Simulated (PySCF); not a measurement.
## One molecule, many functionals

Compound: CH₇NOSi.
Cartesian coordinates in Å at the PBE0-D3(BJ)/def2-SVP level; atoms count from 1:
```xyz
11
CH7NOSi angstrom
N     -1.051    0.914   -0.067
C     -0.706   -0.508   -0.110
Si     1.193   -0.589   -0.022
O      1.646    0.780   -0.852
H     -1.018    1.266    0.889
H     -1.998    1.082   -0.401
H     -1.227   -1.145    0.630
H     -0.984   -0.899   -1.104
H      1.736   -1.822   -0.665
H      1.657   -0.565    1.403
H      0.841    1.334   -0.883
```

Linear-response calculations in the def2-SVPD basis (PySCF; singlets by full response, triplets Tamm–Dancoff, core orbitals frozen in the response; HF means time-dependent Hartree–Fock). 'Strongest' is the level of largest summed f among the singlets computed (10 roots, of which the last may lack a degenerate partner); it can jump between rows when another state enters that window. S1 is the lowest singlet of each run and needn't be the same state throughout; f(S1) is that of one state. The structure is a single PBE0-D3(BJ)/def2-SVP conformer in the gas phase; no vibrational or solvent corrections.

```csv
functional,kind,S1 (eV),f(S1),strongest (eV),T1 (eV),HOMO (eV),gap (eV),"ionisation energy, ΔSCF (eV)"
LDA,LDA,5.55,0.015,7.06,5.34,-6.19,5.46,9.70
PBE,GGA,5.58,0.015,7.04,5.33,-6.06,5.49,9.30
B3LYP,"global hybrid, 20% exact exchange",6.06,0.014,7.87,5.79,-7.26,7.19,9.70
PBE0,"global hybrid, 25% exact exchange",6.27,0.015,8.11,5.97,-7.48,7.71,9.69
BHandHLYP,"global hybrid, 50% exact exchange",6.71,0.014,8.83,6.38,-8.84,9.66,9.83
CAM-B3LYP,range-separated hybrid,6.37,0.013,8.48,6.06,-8.91,9.88,9.89
wB97X-D,range-separated hybrid,6.58,0.015,8.63,6.36,-9.39,11.34,9.83
LC-wPBE,range-separated hybrid,6.92,0.014,9.27,6.55,-10.26,12.38,10.00
HF,Hartree–Fock,7.64,0.014,10.25,7.15,-10.96,13.42,not settled
```

S1 runs from 5.55 eV (LDA) to 7.64 eV (HF), a spread of 2.09 eV, while the orbital gap spreads over 8.0 eV. Along PBE (0%), B3LYP (20%), PBE0 (25%), BHandHLYP (50%), HF (100%) S1 rises with the share of exact exchange. −ε(HOMO) comes closest to its own ΔSCF ionisation energy with LC-wPBE (+0.26 eV) and misses most with LDA (-3.52 eV). 'Not settled' means that the ion's SCF failed to converge or may have ended in another state than the lowest.

Without π bonds the low states are Rydberg-like; a valence basis with one diffuse set may place them up to an eV too high.
